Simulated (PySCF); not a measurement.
How methods differ on the interval between two levels of Pb²⁺

Pb²⁺ [Xe] 4f14 5d10 6s2 → Pb²⁺ [Xe] 4f14 5d10 6s1 6p1 [3P2, M_J = 2], as a difference of total energies. Calculation: PySCF 2.14, in x2c-TZVPall-2c (11s11p9d3f, 110 functions); the two-component X2C-1e Hamiltonian. Correlated levels: [Kr] 4d10 4f14 frozen; the 24 highest virtual spinors dropped. "Screened" scales the spin-orbit matrix elements by Boettger's factors to mimic the two-electron term; Breit and QED terms are absent.

| method | interval between two levels (cm⁻¹) |
| --- | --- |
| GHF (screened spin-orbit) | 67197 |
| GMP2 (screened spin-orbit) | 80698 |

The labels give the starting determinants; with spin-orbit coupling the two ends relaxed to ⟨J²⟩ = 0.00, ⟨L²⟩ = 0.20, ⟨S²⟩ = 0.20 and ⟨J²⟩ = 6.01, ⟨L²⟩ = 2.20, ⟨S²⟩ = 2.20.
